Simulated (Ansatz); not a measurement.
Calculated with Ansatz (gas phase, PBE0-D4/def2-TZVP geometries, no zero-point term in ΔE). CBS: MP2 limit from def2 TZ/QZ plus the TZ coupled-cluster correction, frozen cores. This one scheme is used for every species. Functionals use def2-TZVPP. Each species was taken in one conformer, which may not be the lowest.

Reaction (redistribution): `B[SiH2][SiH](N)F` + `OBCl` → `N[SiH](F)Cl` + `B[SiH2]BO`

| level | ΔE (kJ/mol) | difference from CCSD(T)/CBS |
| --- | --- | --- |
| B97M-V | 11.2 | 3.1 |
| r2SCAN0-D4 | 11.1 | 3.0 |
| CAM-B3LYP-D4 | 10.5 | 2.4 |
| ωB97M-V | 8.1 | 0.0 |
| PBE | 16.8 | 8.7 |
| BLYP | 12.4 | 4.3 |
| LC-ωPBE | 9.2 | 1.1 |
| CCSD(T)/def2-TZVPP | 9.9 | 1.8 |
| SCS-MP2/def2-QZVPP | 6.1 | -2.0 |
| HF/CBS(def2) | 0.7 | -7.4 |
| CCSD(T)/CBS | 8.1 | 0 |

Largest T1 diagnostic among the species: 0.016.

At CCSD(T), def2-SVP lies +15.6 kJ/mol from the extrapolated value and def2-TZVPP +1.8 kJ/mol. Leaving LDA and LC-ωPBE aside and taking each functional with its dispersion term where it has one, the values, not all of them listed here, spread over 10.6 kJ/mol, from ωB97M-V to PBE-D4.
